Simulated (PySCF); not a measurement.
# Electron correlation in Si (silicon, neutral)

[Ne] 3s1 3p2 4s1, high-spin 5P determinant (an excited configuration). All numbers are calculated (PySCF 2.14, the non-relativistic Hamiltonian (point nucleus), in aug-cc-pV(T+d)Z). Frozen: [Ne]; 4 electrons correlated.

| level | correlation energy (mhartree) |
| --- | --- |
| CCSD | -23.93 |
| (T) | -0.43 |
| CCSD(T) | -24.36 |

Diagnostics: T1 = 0.011, D1 = 0.0306, largest double amplitude 0.041.

The outer electron is Rydberg-like, and this basis confines it to a smaller radius and binds it less than a complete one would.

Cost of the coupled-cluster step: roughly 1.3 core-seconds, for 4 correlated electrons.
